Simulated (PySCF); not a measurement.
Al(F)2(vinyl) (C₂H₃AlF₂), SMILES C=[CH][Al]([F])[F].

Geometry optimised at B3LYP-D3(BJ)/def2-SVP. The values are those of a single conformer.

Calculation: TDDFT-CAM-B3LYP/def2-SVPD in PySCF.

Vertical excitations.  State labels are in the subgroup Cs.

Task: Give excitation energies, oscillator strengths and character. (An estimate is asked for; the answer gives what the named calculation found.)

Result: 
```csv
state,symmetry,energy (eV),λ (nm),f,main pairs
S1,A",6.16,201,0.008,HOMO−1→LUMO 95 %
S2,A',6.71,185,0.297,HOMO→LUMO 98 %
S3,A",6.84,181,0.040,HOMO→LUMO+1 94 %
S4,A',7.59,163,0.137,HOMO−1→LUMO+1 90 %
S5,A",8.21,151,0.023,HOMO→LUMO+2 91 %
S6,A",8.43,147,0.004,"HOMO−3→LUMO 70 %, HOMO−6→LUMO 11 %"
S7,A",8.60,144,0.015,HOMO−1→LUMO+3 83 %
S8,A',8.77,141,0.102,HOMO→LUMO+3 83 %
S9,A",8.79,141,0.002,HOMO→LUMO+4 87 %
S10,A',9.10,136,0.108,HOMO−1→LUMO+2 83 %
T1,A',4.03,307,0,HOMO→LUMO 87 %
T2,A",5.47,226,0,HOMO−1→LUMO 94 %
T3,A",6.64,187,0,HOMO→LUMO+1 91 %
T4,A',6.88,180,0,HOMO−1→LUMO+1 84 %
```
Triplets are in the Tamm–Dancoff approximation, which puts them higher than full response would, so one can lie above its singlet here.
